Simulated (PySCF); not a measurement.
C5H5Cl, SMILES C#C/C(C)=C/Cl. Coordinates come from a PBE-D3(BJ)/def2-SVP optimisation. The structure was generated by enumeration; whether it is a known compound was not checked.

Computed equilibrium geometry at PBE-D3(BJ)/def2-SVP (PySCF confirms it by a frequency run) as Cartesian coordinates in Å, and its point group:
point group Cs.
```xyz
11

C     -0.6607     3.0467     0.0000
C     -0.2876     1.8781     0.0000
C      0.2043     0.5368     0.0000
C      1.6993     0.3381     0.0000
C     -0.7076    -0.4748     0.0000
Cl    -0.2915    -2.1551     0.0000
H     -1.0013     4.0725     0.0000
H      2.1523     0.8187    -0.8912
H      2.1523     0.8187     0.8912
H      1.9571    -0.7366     0.0000
H     -1.7907    -0.2863     0.0000
```
Charge 0, spin multiplicity 1.
